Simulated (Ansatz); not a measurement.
Total energies of Cd7Se7 from Ansatz at PBE0-D4/def2-TZVP, gas phase (1 Eh = 27.2114 eV = 2625.5 kJ/mol). The reference geometry is relaxed at PBE-D4/def2-SVP.

| atom | x (Å) | y (Å) | z (Å) |
| --- | --- | --- | --- |
| Se1 | -0.181 | -0.137 | 3.375 |
| Se2 | -1.193 | -2.351 | -2.849 |
| Se3 | 2.018 | -3.445 | 0.812 |
| Se4 | -4.025 | -0.148 | 0.620 |
| Se5 | -0.694 | 3.201 | 0.815 |
| Se6 | 1.199 | 1.999 | -3.348 |
| Se7 | 3.025 | 1.174 | 0.934 |
| Cd8 | -2.708 | -1.240 | -1.087 |
| Cd9 | -1.809 | 0.877 | 1.517 |
| Cd10 | 1.046 | 2.062 | 2.489 |
| Cd11 | 0.471 | -2.975 | -0.985 |
| Cd12 | 0.039 | -0.114 | -3.172 |
| Cd13 | 1.641 | -1.003 | 1.626 |
| Cd14 | 1.170 | 2.100 | -0.748 |

| state | geometry | energy (Eh) |
| --- | --- | --- |
| charge 0 singlet | reference | -17983.86583 |
| charge 1 doublet | reference | -17983.58428 |
| charge -1 doublet | reference | -17983.94375 |
| free Se atom (triplet) | – | -2401.20505 |
| free Cd atom (singlet) | – | -167.77479 |

In the def2 sets Cd takes a core potential; there is no spin–orbit coupling. Single mean-field runs in def2-TZVP are fitted with def2-universal-jkfit.

Task: Work out the vertical ionisation energy to the doublet.

Result: E(charge 1 doublet) − E(charge 0 singlet) = -17983.58428 − (-17983.86583) = 0.28155 Eh = 7.66 eV. For comparison, −ε of the highest occupied level is 6.49 eV at this level, 1.17 eV less.

Task: Work out the vertical electron affinity, to the doublet.

Result: E(charge 0 singlet) − E(charge -1 doublet) = -17983.86583 − (-17983.94375) = 0.07792 Eh = 2.12 eV. The basis lacks diffuse functions, which makes affinities too small.

Task: Give the fundamental gap IE − EA, the Mulliken electronegativity (IE + EA)/2 and the hardness (IE − EA)/2.

Result: From the values in Eh: IE − EA = 0.28155 − 0.07792 = 0.20363 Eh = 5.54 eV; (IE + EA)/2 = 4.89 eV; (IE − EA)/2 = 2.77 eV. The HOMO–LUMO gap of the same run is 3.31 eV, 2.23 eV smaller than the fundamental gap.

Task: What is the binding energy per atom against free atoms?

Result: Atoms: 7 × (-2401.20505) + 7 × (-167.77479) = -17982.85888 Eh. Binding: -17982.85888 − (-17983.86583) = 1.00695 Eh = 27.40 eV, or 1.96 eV for each of 14 atoms (no zero-point energy, no counterpoise term).
